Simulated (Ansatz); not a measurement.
The cluster Li₃Cl₃. The state is a singlet with charge 0. Geometry PBE-D4/def2-SVP; atoms count from 1.

```xyz
6

Li   -1.8120   -0.5555    0.1857
Li    0.8107    0.0477   -1.7230
Li    1.0008    0.5078    1.5361
Cl   -1.0133   -0.0525    2.1492
Cl   -1.2546   -0.6174   -1.9195
Cl    2.2684    0.6699   -0.2285
```

The structure comes from a short search, and lower isomers may exist.

(1) Estimate the Mulliken populations from the PBE0/def2-TZVP orbitals of Ansatz.

Answers

(1) 
| atom | charge (e) |
| --- | --- |
| Li1 | 0.73 |
| Li2 | 0.73 |
| Li3 | 0.73 |
| Cl4 | -0.73 |
| Cl5 | -0.73 |
| Cl6 | -0.73 |
Mulliken values and Mayer orders depend strongly on the basis.
